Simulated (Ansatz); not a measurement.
```
atom    x (Å)    y (Å)   z (Å)
  Sc   0.0000   0.0000  0.0000
   F   1.9679   0.0000  0.0000
   F  -0.9839   1.7043  0.0000
   F  -0.9839  -1.7043  0.0000
```

Basis set: 6-31G* (spherical functions). Frozen core: 8 orbitals. Charge 0, multiplicity 1.

Computed with Ansatz (development build ahead of 0.2.0); each method stands on the lowest determinant of its kind that the runs found. Restricted open shells among the atoms or ions are ROHF, correlated in semicanonical orbitals with singles.

Q: Give the atomization energy at this shape (free ground-state atoms in the same class of orbitals less the molecule, no zero-point energy) of singlet ScF3 by RHF-MP2, RHF.

A:

```csv
method,atomization energy
RHF-MP2,19.00 eV
RHF,13.83 eV
```

Caution: no unrestricted run beside it, a lower state can exist; the shape is not the minimum.
